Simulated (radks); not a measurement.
Kinetic energies: the exact non-interacting value of the Kohn-Sham orbitals and orbital-free approximations, as 100 (|E| - |E exact|)/|E exact|, negative where the magnitude is too small. Species: Gd3+ [Xe] 4f7; Sn4+ [Kr] 4d10. Method: non-relativistic Kohn-Sham, r2SCAN, spin-polarised, spherical densities, point nucleus; meta-GGA in the generalised Kohn-Sham scheme; computed with a radial shooting solver on a logarithmic mesh with Libxc functionals. Every spin shell is full or empty, so the densities are truly spherical. Functionals are evaluated on that one density, not self-consistently.

| functional | Gd3+ | Sn4+ |
|---|---|---|
| exact (hartree) | 10819.6 | 6019.85 |
| Thomas-Fermi | -4.98 | -5.28 |
| von Weizsacker | -61.68 | -58.39 |
| TF + vW | +33.34 | +36.33 |
| TF + vW/5 | +2.68 | +3.04 |
| APBEK | +0.04 | +0.14 |
| revAPBEK | +0.20 | +0.32 |
| Pearson | -0.91 | -0.90 |
| LKT | +17.40 | +19.25 |
| PG1 | +13.60 | +15.13 |
| DePristo-Kress | -0.19 | -0.07 |
| Ernzerhof | -0.48 | -0.37 |
